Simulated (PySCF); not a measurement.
o-phenylenediamine (SMILES c1cc(N)c(N)cc1)

Molfile (atoms numbered from 1):
```
C6H8N2
     RDKit          3D

 16 16  0  0  0  0  0  0  0  0999 V2000
   -1.6488    1.3032    0.7335 N   0  0  0  0  0  0  0  0  0  0  0  0
   -0.4849    0.6502    0.3259 C   0  0  0  0  0  0  0  0  0  0  0  0
    0.7875    1.2113    0.4365 C   0  0  0  0  0  0  0  0  0  0  0  0
    1.9179    0.5250   -0.0108 C   0  0  0  0  0  0  0  0  0  0  0  0
    1.7807   -0.7419   -0.5685 C   0  0  0  0  0  0  0  0  0  0  0  0
    0.5109   -1.3065   -0.7014 C   0  0  0  0  0  0  0  0  0  0  0  0
   -0.6284   -0.6235   -0.2751 C   0  0  0  0  0  0  0  0  0  0  0  0
   -1.9169   -1.1520   -0.3610 N   0  0  0  0  0  0  0  0  0  0  0  0
   -2.2922    0.6795    1.2165 H   0  0  0  0  0  0  0  0  0  0  0  0
   -1.4783    2.1364    1.2848 H   0  0  0  0  0  0  0  0  0  0  0  0
    0.8918    2.1990    0.8953 H   0  0  0  0  0  0  0  0  0  0  0  0
    2.9044    0.9827    0.0894 H   0  0  0  0  0  0  0  0  0  0  0  0
    2.6579   -1.2940   -0.9129 H   0  0  0  0  0  0  0  0  0  0  0  0
    0.3952   -2.2936   -1.1588 H   0  0  0  0  0  0  0  0  0  0  0  0
   -2.5976   -0.4617   -0.6715 H   0  0  0  0  0  0  0  0  0  0  0  0
   -1.9774   -1.9915   -0.9256 H   0  0  0  0  0  0  0  0  0  0  0  0
  1  2  1  0
  2  3  2  0
  3  4  1  0
  4  5  2  0
  5  6  1  0
  6  7  2  0
  7  8  1  0
  7  2  1  0
  1  9  1  0
  1 10  1  0
  3 11  1  0
  4 12  1  0
  5 13  1  0
  6 14  1  0
  8 15  1  0
  8 16  1  0
M  END
```

Method: PySCF 2.14.0, quadratic response CAM-B3LYP/aug-cc-pVDZ first hyperpolarisability, Taylor convention, gas phase. Geometry: PBE0-D3(BJ)/def2-SVP.

Problem. Give the tensor of the static β(0;0,0) in the axes of these coordinates.

Solution. In au, Taylor convention; rows are the first index (the induced dipole):
|  | xx | yy | zz | xy | xz | yz |
| --- | --- | --- | --- | --- | --- | --- |
| x | -233.7 | -68.3 | -1.3 | -1.6 | +28.6 | -25.7 |
| y | -1.6 | +10.4 | +6.7 | -68.3 | -25.7 | +11.6 |
| z | +28.6 | +11.6 | -0.4 | -25.7 | -1.3 | +6.7 |

Norm of βᵢ = ⅓ Σⱼ (βᵢⱼⱼ + βⱼᵢⱼ + βⱼⱼᵢ): 306.4 au, hyper-Rayleigh value 119.8 au.
